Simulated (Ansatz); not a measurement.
Two isomers of CH9NSi3: A = `[SiH3]/N=C\[SiH2][SiH3]`, B = `N[SiH]1C[SiH2][SiH2]1`.

Program: Ansatz. Geometries: PBE0-D4/def2-TZVP. ΔE: electronic, gas phase. CCSD(T)/CBS adds triple-zeta CCSD(T) − MP2 to the extrapolated MP2 energy (def2 sets, frozen cores). DFT in def2-TZVPP. B3LYP here is the variant with VWN-RPA as its local correlation; programs differ in this. Each species was taken in one conformer, which may not be the lowest.

**Question.** Which isomer does CCSD(T)/CBS put lower? Give the gap. (An estimate is asked.)

**Answer.** Computed: B, by 39.9 kcal/mol.

**Question.** Give E(B) − E(A) in kcal/mol with B2PLYP, PBE-D4, PBE0-D4, CCSD/def2-TZVPP, B3LYP-D4, CCSD(T)/def2-TZVPP, HF/def2-TZVPP. (Best estimate.)

**Answer.** Ansatz gave: B2PLYP -36.0, PBE-D4 -41.4, PBE0-D4 -44.4, CCSD/def2-TZVPP -37.6, B3LYP-D4 -34.2, CCSD(T)/def2-TZVPP -38.0, HF/def2-TZVPP -28.8. None reverses the order clearly.

Largest T1 diagnostic: 0.014.

From PBE to PBE0 (25 % exact exchange), in def2-TZVPP and without D4, E(B) − E(A) moves by −3.2 kcal/mol. In def2-TZVPP, CCSD(T) changes the Hartree–Fock value by −9.1 kcal/mol (the triples alone add −0.3 kcal/mol) and MP2 by −12.7 kcal/mol.
